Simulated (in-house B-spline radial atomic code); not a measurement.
The numbers below are computed, except where a source is named.
**Softness against transferability: the 4d channel of Te**

Te, [Kr] 4d10 5s2 5p4, non-relativistic PBE, spherical and spin-unpolarised, from an all-electron radial atomic-structure program (B-spline basis) (atomic units). The all-electron 4d level is ε = -1.606449 hartree, its outermost node lies just inside 0.37 bohr and its outer maximum at 0.81 bohr.

Troullier-Martins pseudo-orbitals are made for several radii. The cutoffs (hartree) are the plane-wave energies beyond which the orbital holds less than the named kinetic energy per electron. The phase error is the difference, pseudo minus all-electron, of arctan(R P'/P) at R = 1.43 bohr for all radii, half a hartree below and above the level.

```json
{"r_c (bohr)": "0.61", "V_l(0) (hartree)": "-149.85", "cutoff for 10 mEh": "300", "for 1 mEh": "440", "for 0.1 mEh": "> 450", "phase error at ε − 0.5 (mrad)": "-3.5", "at ε + 0.5 (mrad)": "-0.8"}
{"r_c (bohr)": "0.7", "V_l(0) (hartree)": "-62.86", "cutoff for 10 mEh": "138", "for 1 mEh": "169", "for 0.1 mEh": "326", "phase error at ε − 0.5 (mrad)": "-2.1", "at ε + 0.5 (mrad)": "-0.4"}
{"r_c (bohr)": "0.81", "V_l(0) (hartree)": "-28.64", "cutoff for 10 mEh": "57.9", "for 1 mEh": "99.1", "for 0.1 mEh": "174", "phase error at ε − 0.5 (mrad)": "-1.3", "at ε + 0.5 (mrad)": "-0.3"}
{"r_c (bohr)": "0.91", "V_l(0) (hartree)": "-22.00", "cutoff for 10 mEh": "44.2", "for 1 mEh": "57", "for 0.1 mEh": "70.6", "phase error at ε − 0.5 (mrad)": "-0.9", "at ε + 0.5 (mrad)": "-0.2"}
{"r_c (bohr)": "1.02", "V_l(0) (hartree)": "-20.66", "cutoff for 10 mEh": "42.7", "for 1 mEh": "53.3", "for 0.1 mEh": "65.9", "phase error at ε − 0.5 (mrad)": "-0.7", "at ε + 0.5 (mrad)": "-0.1"}
{"r_c (bohr)": "1.13", "V_l(0) (hartree)": "-20.27", "cutoff for 10 mEh": "42", "for 1 mEh": "52", "for 0.1 mEh": "79.4", "phase error at ε − 0.5 (mrad)": "-0.5", "at ε + 0.5 (mrad)": "-0.1"}
```

Task: Which radius needs the lowest cutoff for 1 mEh while both phase errors stay within 1.4 mrad?

Result: The radii within that limit are 0.81, 0.91, 1.02, 1.13 bohr; of these r_c = 1.13 needs the least, 52 hartree, that is 104 Ry or 1415 eV.

Task: What does the larger radius buy, and what does it cost?

Result: From r_c = 0.61 to 1.13 bohr the cutoff for 1 mEh goes from 440 to 52 hartree, a factor of 8.46, against 3.43 for a pure 1/r_c² scaling, end to end; step by step it is 440, 169, 99.1, 57, 53.3, 52, and for 0.1 mEh > 450, 326, 174, 70.6, 65.9, 79.4; the number of plane waves goes as the cutoff to the power 3/2, here a factor of 24.6. The larger of the two phase errors is least at r_c = 1.13 bohr, 0.5 mrad; it is 3.5 at the smallest radius and 0.5 at the largest, so in this scan the atom's own scattering shows no cost of a large radius. These errors test the reference atom alone. The smallest radius lies well inside the outer maximum, where the nodeless form must bend sharply to keep the norm, so it is both harder and scatters less well than the next. Large radii also let the cores of neighbours overlap, which an atom doesn't show.
